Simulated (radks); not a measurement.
Species: Ba I. Configuration: [Xe] 6s1 6p1 (not the ground configuration). All-electron calculation, Dirac Kohn-Sham, PBE, spin-unpolarised, spherical densities, point nucleus; open shells fill j = l - 1/2 first. Program: a radial shooting solver on a logarithmic mesh with Libxc functionals.

Normalised radial functions P(r) = r R(r) (large component), r in bohr:

| r | 5s1/2 | 6s1/2 | 6p1/2 |
|---|---|---|---|
| 0.004409 | 0.0959 | 0.0303 | 0.0030 |
| 0.006071 | 0.1151 | 0.0363 | 0.0048 |
| 0.008361 | 0.1315 | 0.0415 | 0.0076 |
| 0.01151 | 0.1393 | 0.0440 | 0.0120 |
| 0.01586 | 0.1292 | 0.0408 | 0.0186 |
| 0.02166 | 0.0918 | 0.0290 | 0.0275 |
| 0.02983 | 0.0173 | 0.0054 | 0.0383 |
| 0.04108 | -0.0883 | -0.0279 | 0.0482 |
| 0.05657 | -0.1909 | -0.0603 | 0.0507 |
| 0.07791 | -0.2214 | -0.0698 | 0.0367 |
| 0.1073 | -0.1080 | -0.0338 | 0.0001 |
| 0.1466 | 0.1284 | 0.0409 | -0.0477 |
| 0.2019 | 0.3225 | 0.1017 | -0.0750 |
| 0.278 | 0.2121 | 0.0654 | -0.0396 |
| 0.3828 | -0.2079 | -0.0681 | 0.0515 |
| 0.5272 | -0.4942 | -0.1536 | 0.1127 |
| 0.726 | -0.1919 | -0.0455 | 0.0524 |
| 0.9998 | 0.4963 | 0.1718 | -0.0985 |
| 1.366 | 0.9091 | 0.2424 | -0.1924 |
| 1.881 | 0.7781 | 0.0422 | -0.1203 |
| 2.59 | 0.3787 | -0.2902 | 0.0991 |
| 3.567 | 0.1039 | -0.5016 | 0.3316 |
| 4.912 | 0.0149 | -0.4880 | 0.4568 |
| 6.765 | 0.0009 | -0.2970 | 0.3958 |
| 9.242 | 0.0000 | -0.1097 | 0.2235 |
| 12.73 | 0.0000 | -0.0217 | 0.0782 |
| 17.53 | 0.0000 | -0.0019 | 0.0149 |

5s1/2: eigenvalue -34.679 eV, 4 radial nodes at r = 0.0316, 0.125, 0.331, 0.798 bohr, <r> = 1.64 bohr, 90 % of the charge inside 2.36 bohr. 6s1/2: eigenvalue -3.753 eV, 5 radial nodes at r = 0.0316, 0.125, 0.330, 0.778, 1.96 bohr, <r> = 4.72 bohr, 90 % of the charge inside 6.90 bohr. 6p1/2: eigenvalue -1.791 eV, 4 radial nodes at r = 0.107, 0.323, 0.818, 2.28 bohr, <r> = 6.07 bohr, 90 % of the charge inside 8.95 bohr.
